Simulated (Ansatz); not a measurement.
HgCl₂, SMILES [Cl][Hg][Cl].

Geometry: B3LYP-D3(BJ)/def2-TZVP. The isomer is the one that the SMILES or the coordinates give; other isomers of the formula were not compared. The def2 effective core potentials stand for the cores of Hg; spin–orbit coupling is left out.

Two levels are set side by side: PBE/def2-TZVPD (Ansatz, a program for electronic structure) and PBE0/def2-TZVPD (Ansatz). Energy differences of separate SCF runs at the same geometry; the states with an electron removed or added have multiplicity 2 and 2. Differences are taken from unrounded values.

| quantity | PBE0 | PBE | PBE minus PBE0 |
|---|---|---|---|
| vertical ionisation energy (eV) | 11.07 | 10.63 | -0.44 |
| vertical electron affinity (eV) | 0.69 | 0.78 | 0.08 |
| vertical singlet–triplet gap (eV) | 4.56 | 4.07 | -0.49 |
